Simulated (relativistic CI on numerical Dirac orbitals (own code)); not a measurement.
## Sensitivity of the levels of Au VI to α and to the nuclear radius

These numbers are calculated, not measured: Dirac-Coulomb-Breit CI, orbitals from a KLI potential per configuration, valence Slater integrals scaled by 0.85, P86 correlation energy added to each configuration, derivatives by finite differences, QED left out (own radial code, finite nucleus).

CI space (outside the closed core [Xe] 4f14): 5d6, 5d5 6s, 5d5 5f, 5d4 6s2, 5d5 6d. Levels of other configurations are missing.

With x = (α/α₀)² − 1 an excitation energy changes as ω = ω₀ + qx; K = 2q/ω₀ is the relative enhancement. Terms are leading LS components, so labels can repeat. The field-shift factor is F = δν/δ⟨r²⟩ for the transition from the lowest level.

Lowest level 5d6 5D_4.

```csv
Level,ω₀ (cm⁻¹),q (cm⁻¹),K,F (GHz/fm²)
5d6 5D_2,6738.1,562,0.167,0.675
5d6 5D_3,9044.1,11150,2.46,1.34
5d6 5D_0,12292.3,8050,1.31,1.66
5d6 5D_1,12577.3,11930,1.9,1.71
5d6 3H_4,17938.5,3677,0.41,1.12
5d6 3G_5,23306.1,7830,0.672,1.21
5d6 3H_6,23603.7,8689,0.736,0.587
5d6 5D_2,25929.1,15020,1.16,2.45
5d6 3F_3,27658.6,9303,0.673,2.57
5d6 3F_2,28825.0,10510,0.729,2.41
5d6 1S_0,33807.6,13680,0.81,5.26
5d6 3H_4,34121.9,18730,1.1,2.34
5d6 3D_1,35758.8,11960,0.669,4.59
5d6 3G_4,36736.4,15500,0.844,3.29
5d6 3D_2,36934.6,12190,0.66,4.18
5d6 3H_5,37996.2,21560,1.13,2.88
5d6 3D_3,39543.2,15630,0.79,4.84
5d6 3G_3,41515.0,21590,1.04,4.22
5d6 1I_6,42730.0,21240,0.994,2.22
5d6 3P_0,42797.2,3675,0.172,2.85
5d6 1F_3,45447.9,8383,0.369,3.48
5d6 3P_1,47183.2,27980,1.19,4.83
5d6 1G_4,50040.3,23120,0.924,5.08
```

At this charge configurations can still be misplaced by up to about 7 % of their energy. Levels and lines within the n = 5 or 6 shells can be off by up to 10 % or somewhat more, and those that change n by about 2 %, since core polarisation is missing.
